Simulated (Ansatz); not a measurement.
Born–Oppenheimer molecular dynamics of AuF (2 atoms, charge 0, multiplicity 1). It starts from a relaxed structure.

These are results of UKS PBE/def2-SVP in Ansatz, not measurements.

| Item | Value |
| --- | --- |
| ensemble | NVE (velocity Verlet) |
| time step | 2 fs |
| steps asked | 400 |
| starting velocities drawn for | 3000 K |
| seed | 575323 |

First frame:

```xyz
2
Properties=species:S:1:pos:R:3
F 0.842 -0.328 0.417
Au -0.813 0.268 -0.413
```

Task: How far do the bonds stretch over the last three quarters of this one trajectory? (Pairs bonded in most of those frames.)

Result: 
```csv
bond,mean (Å),spread (Å),shortest,longest
F1–Au2,1.964,0.085,1.84,2.08
```

Mean temperature of the second half: 1475 K. The conserved energy stayed within 0.8 meV per atom of its start (net change 0.55 meV per atom), so the integration is sound. The temperature averaged 0.49 of the 3000 K drawn at the start: a run that starts near a minimum puts about half its kinetic energy into the potential. A run of 0.8 ps of so small a system gives no equilibrium averages.

Time of the run: 7.6 min on 1 thread of Arm Neoverse V2, on a shared host, peak memory 0.1 GiB.
